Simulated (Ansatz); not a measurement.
Calculated with Ansatz (gas phase, PBE0-D4/def2-TZVP geometries, no zero-point term in ΔE). CCSD(T)/CBS is the MP2 limit (def2-TZVPP, def2-QZVPP) plus CCSD(T) − MP2 in def2-TZVPP, frozen cores. This one scheme is used for every species. Functionals use def2-TZVPP. B3LYP here is the variant with VWN-RPA as its local correlation; programs differ in this. HSE06 is defined as in plane-wave codes. For Br outer-core shells are correlated without core-valence functions, which leaves a few kJ/mol of doubt a bond. Scalar relativity is left out up to krypton. Each species was taken in one conformer, which may not be the lowest.

Consider the formal hydrolysis of the Si–F bond: `F[Si](Br)(Br)Br` + H₂O → `O[Si](Br)(Br)Br` + H–F.

| level | ΔE (kJ/mol) | difference from CCSD(T)/CBS |
| --- | --- | --- |
| LDA (SPW92) | 28.2 | -3.1 |
| PBE-D4 | 31.1 | -0.2 |
| revPBE-D4 | 29.3 | -2.0 |
| BLYP-D4 | 33.6 | 2.3 |
| r2SCAN-D4 | 33.8 | 2.5 |
| B97M-V | 37.3 | 6.0 |
| PBE0-D4 | 29.6 | -1.7 |
| B3LYP-D4 | 32.6 | 1.3 |
| r2SCANh-D4 | 32.9 | 1.6 |
| r2SCAN0-D4 | 31.6 | 0.3 |
| BHLYP-D4 | 32.4 | 1.1 |
| CAM-B3LYP-D4 | 33.9 | 2.6 |
| ωB97X-V | 33.0 | 1.7 |
| ωB97M-V | 32.6 | 1.3 |
| B2PLYP | 33.7 | 2.4 |
| PBE-QIDH | 29.0 | -2.3 |
| PBE | 33.6 | 2.3 |
| revPBE | 35.2 | 3.9 |
| BLYP | 38.7 | 7.4 |
| r2SCAN | 34.5 | 3.2 |
| PBE0 | 31.7 | 0.4 |
| B3LYP | 36.6 | 5.3 |
| r2SCANh | 33.6 | 2.3 |
| r2SCAN0 | 32.4 | 1.1 |
| HSE06 | 31.5 | 0.2 |
| BHLYP | 35.6 | 4.3 |
| CAM-B3LYP | 36.1 | 4.8 |
| LC-ωPBE | 32.9 | 1.6 |
| RPA@PBE/def2-TZVPP | 32.4 | 1.1 |
| MP2/def2-SVP | 27.1 | -4.2 |
| CCSD(T)/def2-SVP | 30.2 | -1.1 |
| HF/def2-TZVPP | 36.0 | 4.7 |
| MP2/def2-TZVPP | 27.4 | -3.9 |
| SCS-MP2/def2-TZVPP | 30.5 | -0.8 |
| CCSD/def2-TZVPP | 31.4 | 0.1 |
| HF/def2-QZVPP | 37.9 | 6.6 |
| MP2/def2-QZVPP | 28.6 | -2.7 |
| HF/CBS(def2) | 38.1 | 6.8 |
| MP2/CBS(def2) | 28.4 | -2.9 |
| CCSD/CBS(def2) | 32.4 | 1.1 |
| CCSD(T)/CBS | 31.3 | 0 |

Largest T1 diagnostic among the species: 0.008.

The D4 term adds −4.0 kJ/mol with B3LYP and −2.2 kJ/mol with PBE0; it sums over pairs of atoms, weighted by their polarisabilities, and B3LYP, whose exchange is more repulsive, gets the larger term. Leaving LDA and LC-ωPBE aside and taking each functional with its dispersion term where it has one, the values spread over 8.3 kJ/mol, from PBE-QIDH to B97M-V. LDA lies −5.4 kJ/mol from PBE without D4. In def2-TZVPP, CCSD(T) changes the Hartree–Fock value by −5.7 kJ/mol (the triples alone add −1.1 kJ/mol) and MP2 by −8.6 kJ/mol.

CCSD(T)/CBS has its own doubt, a few kJ/mol and more with outer-core shells, so smaller differences from it don't rank the levels.
